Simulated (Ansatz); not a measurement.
Input and output for `O[SiH]([SiH3])O[SiH3]`.

```yaml
crystal:
  periodic: [false, false, false]
  atoms:
    - {symbol: O, position_ang: [-1.834428, 1.537359, 0.577074]}
    - {symbol: Si, position_ang: [-0.542442, 1.117824, -0.258744]}
    - {symbol: Si, position_ang: [-0.923079, -0.730066, -1.579232]}
    - {symbol: O, position_ang: [0.686048, 0.806879, 0.813352]}
    - {symbol: Si, position_ang: [1.817041, -0.347667, 1.385252]}
    - {symbol: H, position_ang: [-2.367370, 0.875953, 1.107658]}
    - {symbol: H, position_ang: [-0.134604, 2.305056, -0.995385]}
    - {symbol: H, position_ang: [-1.515271, -1.868799, -0.740470]}
    - {symbol: H, position_ang: [-1.917399, -0.429056, -2.649287]}
    - {symbol: H, position_ang: [0.311566, -1.224549, -2.250573]}
    - {symbol: H, position_ang: [1.533438, -1.634278, 0.673437]}
    - {symbol: H, position_ang: [1.651723, -0.477793, 2.884952]}
    - {symbol: H, position_ang: [3.125856, 0.070218, 1.045588]}
basis:
  gaussian: {orbitals: def2-TZVPP}
hamiltonian: {xc: {name: BHLYP}}
output: {forces: true}
```

```sh
$ ansatz run in.yaml --threads 2 --pin off --events-out ev --progress --plain --max-ram 32768MiB --backend cpu
```

Shortened log:

```
Functional definition: BHLYP
1756 factors; their error is unknown
mean field evaluation 1: about -27854.4282 eV, gradient 6.4e1 eV
mean field evaluation 2: about -27849.3554 eV, gradient 8.4e1 eV
mean field evaluation 4: about -27861.0611 eV, gradient 3.6e0 eV
mean field evaluation 8: about -27861.2475 eV, gradient 5.4e-2 eV
mean field -27861.24748673 eV, -1023.8819601057 hartree, gradient 3.6e-5 eV, S^2 0.000000; 0 other end points of the search recorded, 0 dependent functions left out
reference -27861.24770850 eV, -1023.8819682554 hartree; 33, 33 occupied and 267, 267 virtual orbitals, 1756 factors
Total energy: -27861.24770850 eV, -1023.8819682554 hartree
Atom 0 at    -1.834428     1.537359     0.577074 Å, force    -2.626003    -1.319082     1.839734 eV/Å
Atom 1 at    -0.542442     1.117824    -0.258744 Å, force     1.978947    -0.192227     0.888645 eV/Å
Atom 2 at    -0.923079    -0.730066    -1.579232 Å, force    -0.506856    -1.142679    -0.302964 eV/Å
Atom 3 at     0.686048     0.806879     0.813352 Å, force     1.012042    -1.555923     0.158323 eV/Å
Atom 4 at     1.817041    -0.347667     1.385252 Å, force    -2.846192     0.880246    -0.271748 eV/Å
Atom 5 at    -2.367370     0.875953     1.107658 Å, force     1.453964     1.714060    -1.403289 eV/Å
Atom 6 at    -0.134604     2.305056    -0.995385 Å, force    -0.063186     0.173549    -0.236655 eV/Å
Atom 7 at    -1.515271    -1.868799    -0.740470 Å, force     0.398652     0.662332    -0.455646 eV/Å
Atom 8 at    -1.917399    -0.429056    -2.649287 Å, force     0.181692    -0.013333     0.215015 eV/Å
Atom 9 at     0.311566    -1.224549    -2.250573 Å, force    -0.199569     0.085867     0.184647 eV/Å
Atom 10 at     1.533438    -1.634278     0.673437 Å, force     0.088938     0.302565     0.382381 eV/Å
Atom 11 at     1.651723    -0.477793     2.884952 Å, force     0.099239     0.018402    -0.833193 eV/Å
Atom 12 at     3.125856     0.070218     1.045588 Å, force     1.028331     0.386223    -0.165250 eV/Å
Dipole moment:    -0.002491    -0.290184     0.129884 e Å
```

Hardware: 2 threads of a server CPU on a shared host. Wall time 17 s, peak host memory 1.1 GiB.
